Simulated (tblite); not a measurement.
C₄H₅BBrF.
Bonds: C1–C2, C2–C3 (double), C3–C4 (double), C4–B5, B5–F6, B5–Br7. Hydrogens: H8, H9, H10 on C1; H11 on C2; H12 on C4.

Computed with GFN2-xTB (tblite), gas phase: L-BFGS steps from a force-field or distance-geometry start until the largest atomic force falls under 0.01 eV/Å.

The end geometry, which sets the zero of energy:
```
atom  x, y, z in Å
C1     -2.0946    0.3259    0.3251
C2     -0.9956    0.2506   -0.6912
C3      0.1314   -0.3548   -0.5153
C4      1.3044   -0.9027   -0.2975
B5      2.4880   -0.1334    0.3058
F6      3.6537   -0.7221    0.5019
Br7     2.3783    1.6794    0.8168
H8     -3.0144   -0.0826   -0.0904
H9     -1.8321   -0.2257    1.2234
H10    -2.2728    1.3673    0.5890
H11    -1.1881    0.7443   -1.6354
H12     1.4429   -1.9471   -0.5583
```

**Question.** These geometries come from the run, each turned onto the end geometry. Order them by energy, lowest first.
A.
```
atom  x, y, z in Å
C1     -2.0942    0.3417    0.3218
C2     -1.0041    0.2305   -0.7006
C3      0.1282   -0.3623   -0.5162
C4      1.3079   -0.8997   -0.3076
B5      2.4907   -0.1355    0.3044
F6      3.6752   -0.7073    0.4224
Br7     2.3564    1.6298    0.9576
H8     -3.0049   -0.1269   -0.0496
H9     -1.8038   -0.1279    1.2586
H10    -2.3003    1.3963    0.5102
H11    -1.2040    0.7029   -1.6546
H12     1.4539   -1.9425   -0.5724
```
B.
```
atom  x, y, z in Å
C1     -2.0894    0.2392    0.3425
C2     -1.0416    0.4311   -0.7199
C3      0.1298   -0.1175   -0.6485
C4      1.2717   -0.7341   -0.4548
B5      2.4555   -0.2280    0.4026
F6      3.2115   -1.0989    1.0739
Br7     2.9624    1.5794    0.5310
H8     -2.3930   -0.8028    0.4066
H9     -1.6741    0.5170    1.3078
H10    -2.9711    0.8435    0.1580
H11    -1.2659    1.0986   -1.5405
H12     1.4054   -1.7285   -0.8847
```
C.
```
atom  x, y, z in Å
C1     -1.9319    0.2068    0.4022
C2     -0.9247    0.5046   -0.6776
C3      0.1747   -0.1732   -0.7577
C4      1.2597   -0.8800   -0.6044
B5      2.2316   -0.2300    0.4117
F6      2.4993   -0.7158    1.5982
Br7     3.0045    1.4648    0.0672
H8     -2.1915   -0.8497    0.3876
H9     -1.5149    0.4393    1.3805
H10    -2.8426    0.7824    0.2781
H11    -1.1311    1.2775   -1.3987
H12     1.3680   -1.8277   -1.1131
```
D.
```
atom  x, y, z in Å
C1     -2.0973    0.3518    0.3260
C2     -0.9706    0.3603   -0.6691
C3      0.1336   -0.2991   -0.5459
C4      1.2917   -0.8950   -0.3818
B5      2.4820   -0.2306    0.3230
F6      3.6354   -0.8597    0.4551
Br7     2.3824    1.5009    1.0600
H8     -2.5666   -0.6305    0.3504
H9     -1.7274    0.5732    1.3248
H10    -2.8425    1.0934    0.0558
H11    -1.1252    0.9421   -1.5691
H12     1.4055   -1.9077   -0.7552
```
E.
```
atom  x, y, z in Å
C1     -2.1043    0.3614    0.3161
C2     -1.0078    0.2607   -0.7019
C3      0.1264   -0.3278   -0.5144
C4      1.3037   -0.8761   -0.3247
B5      2.5068   -0.1632    0.3087
F6      3.6924   -0.7428    0.3290
Br7     2.4036    1.5214    1.1481
H8     -2.9016   -0.3461    0.0901
H9     -1.7214    0.1535    1.3108
H10    -2.5253    1.3637    0.2982
H11    -1.2072    0.7076   -1.6675
H12     1.4358   -1.9132   -0.6187
```

**Answer.** A (0.004 eV), E (0.024 eV), D (0.047 eV), B (0.162 eV), C (0.376 eV).

In the order of the answer:

```json
{"step": "126", "E above end (eV)": "0.004", "largest force (eV/Å)": "0.07", "rms force component (eV/Å)": "0.020", "rms distance from end (Å)": "0.069", "rms bond change (Å)": "0.001", "bond most changed (Å)": "C1–H10 +0.002"}
{"step": "109", "E above end (eV)": "0.024", "largest force (eV/Å)": "0.07", "rms force component (eV/Å)": "0.022", "rms distance from end (Å)": "0.225", "rms bond change (Å)": "0.001", "bond most changed (Å)": "C1–H10 -0.002"}
{"step": "78", "E above end (eV)": "0.047", "largest force (eV/Å)": "0.05", "rms force component (eV/Å)": "0.019", "rms distance from end (Å)": "0.435", "rms bond change (Å)": "0.002", "bond most changed (Å)": "C1–C2 +0.004"}
{"step": "28", "E above end (eV)": "0.162", "largest force (eV/Å)": "0.53", "rms force component (eV/Å)": "0.122", "rms distance from end (Å)": "0.596", "rms bond change (Å)": "0.007", "bond most changed (Å)": "B5–F6 +0.014"}
{"step": "8", "E above end (eV)": "0.376", "largest force (eV/Å)": "0.51", "rms force component (eV/Å)": "0.123", "rms distance from end (Å)": "0.787", "rms bond change (Å)": "0.007", "bond most changed (Å)": "C4–B5 +0.014"}
```

What follows is the cost of the whole relaxation. Time: 1.3 s of wall time. Hardware: one thread of an Arm Neoverse N1, shared host with 64 logical CPUs at a one-minute load of 60.
